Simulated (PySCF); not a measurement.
## Two-component Hartree-Fock for Sm⁴⁵⁺ (samarium, charge +45)

Start: [Ne] 3s2 3p5; 3p1/2 filled at m_j = -1/2, +1/2; 3p3/2 filled at m_j = -1/2, +1/2, +3/2. Calculated with PySCF 2.14 in an uncontracted even-tempered set (18 s from 11 bohr⁻², ratio 2.4; 14 p from 14 bohr⁻², ratio 2.4; 4 d from 52 bohr⁻², ratio 2.6; 4 f from 78 bohr⁻², ratio 2.6): generalised Hartree-Fock with the X2C-1e Hamiltonian and a Gaussian nucleus; one run each with spin-orbit coupling (SO) switched off, then screened by Boettger's factors.

```tsv
spinor shell	electrons	ε, spin-free (eV)	ε, screened SO (eV)	weight of nominal j (screened SO)	rms radius, screened SO (bohr)
1s1/2	2	-49939.8	-49930.3	1.000	0.0259
2s1/2	2	-10573.8	-10570.3	1.000	0.104
2p1/2	2	-9741.6	-10174.8	1.000	0.0886
3s1/2	2	-4080.8	-4079.6	1.000	0.251
3p1/2	2	-3819.0	-3924.9	0.999	0.240
3p3/2	3	-3819.0	-3772.0	0.999	0.250
```

Where does 2p3/2 lie, and what is the 2p spin-orbit splitting (screened SO)?

At -9552.4 eV, 622.43 eV above 2p1/2.

```csv
quantity,spin-free,screened SO
E (hartree),-8578.24188,-8585.78309
M_J,3/2,3/2
⟨J²⟩,3.750,3.750
⟨L²⟩,2.000,2.021
⟨S²⟩,0.750,0.771
```

Each row is a mean over spinors that exchange with the open shell spreads, by up to 22.682 eV (3s1/2).

Breit and QED terms are absent; they matter most for the inner s and p1/2 levels.

Densities and radii are taken from the X2C orbitals without a picture-change correction, which distorts them close to the nucleus.

Without spin-orbit coupling the j labels of p, d and f shells carry no meaning; the spin-free column gives the mean over the occupied spinors of each nl shell.
